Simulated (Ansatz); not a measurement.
`FC(F)C(F)C(F)(F)F` + difluoromethane → `FC(F)[C@H](F)[C@@H](F)C(F)(F)F` + H–F at 500 K and 1 bar (formal exchange of groups at a C–F bond).

Program: Ansatz. Geometries: PBE0-D4/def2-TZVP. ΔE: electronic, gas phase. CCSD(T)/CBS adds triple-zeta CCSD(T) − MP2 to the extrapolated MP2 energy (def2 sets, frozen cores). This one scheme is used for every species. Each species was taken in one conformer, which may not be the lowest.

| species | CCSD(T)/CBS energy (Eh) | H − E (kJ/mol) | S (J/(mol·K)) |
| --- | --- | --- | --- |
| `FC(F)C(F)C(F)(F)F` | -714.10043 | 208.0 | 457.0 |
| `FCF` | -238.82660 | 107.3 | 272.2 |
| `FC(F)[C@H](F)[C@@H](F)C(F)(F)F` | -852.54654 | 275.8 | 523.0 |
| H–F | -100.39570 | 39.4 | 188.7 |

H − E and S are ideal-gas, rigid-rotor, harmonic terms from PBE0-D4/def2-TZVP, for one conformer and one mirror image of each species. 1 Eh = 2625.50 kJ/mol, R = 8.31446 J/(mol·K).

Q: By hand: ΔE, ΔH, ΔS and ΔG.

A: ΔE = (-852.54654) + (-100.39570) − (-714.10043) − (-238.82660) = -0.01521 Eh = -39.9 kJ/mol. Δ(H − E) = 275.8 + 39.4 − 208.0 − 107.3 = -0.1, so ΔH = -40.0 kJ/mol. ΔS = 523.0 + 188.7 − 457.0 − 272.2 = -17.5 J/(mol·K). ΔG = -40.0 − 500 × (-17.5)/1000 = -31.2 kJ/mol.

Q: By hand: the equilibrium constant, and the temperature at which ΔG would vanish if ΔH and ΔS stayed fixed.

A: log₁₀ K = −ΔG/(RT ln 10) = 3.3. ΔG = 0 at ΔH/ΔS = 2286 K, though so small a ΔS makes that figure unsure.

ΔH outweighs TΔS. A doubt of 5 kJ/mol in ΔE shifts log₁₀ K by 0.5 here. Other conformers and mirror images would add mixing entropy, several J/(mol·K) or more a flexible species. Modes under 60 cm⁻¹, often nearly free rotors, make the harmonic entropy too high. These are equilibria of isolated gas molecules and say nothing of rates. Largest T1 diagnostic: 0.012 (customary marks: 0.02 for closed shells, 0.045 for open ones).
